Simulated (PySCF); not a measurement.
# Potential energy of BeO along the bond

Set-up: PySCF, spin-free X2C with a Gaussian nucleus, basis sets Be x2c-TZVPPall, O x2c-TZVPPall. Energies in eV from Be + O in their ground configurations at the same level. State: ¹Σ⁺ (singlet), closed shell.

Curves on a restricted Hartree–Fock reference rise too fast on stretching and do not dissociate correctly.

```tsv
R (Å)	RHF
1.141	-0.494
1.194	-1.113
1.247	-1.424
1.287	-1.501
1.327	-1.475
1.367	-1.367
1.420	-1.125
1.486	-0.713
1.566	-0.129
1.672	0.662
```

**Question.** Put a parabola through the three lowest points of the RHF curve and estimate Re, k and ωe (reduced mass 5.764 u; 1 eV/Å² = 0.16022 mdyn/Å; ωe = 1302.8·√(k/μ) cm⁻¹).

**Answer.** Through R = 1.247, 1.287, 1.327 Å the second-order coefficient is 32.2 eV/Å², so Re ≈ 1.297 Å, k ≈ 10.3 mdyn/Å and ωe ≈ 1743 cm⁻¹. A polynomial fit of higher order to the unrounded RHF energies gives Re = 1.296 Å, k = 9.96 mdyn/Å, ωe = 1712 cm⁻¹; anharmonicity and rounding make the difference.

The higher-order fit for each curve: RHF: Re = 1.296 Å, ωe = 1712 cm⁻¹, De = 1.50 eV.

Where the molecule has an RHF reference, its open-shell atoms are computed with UHF. Hartree–Fock leaves out correlation, which carries a large part of most bond energies and some tenths to 1 eV of ionisation energies.
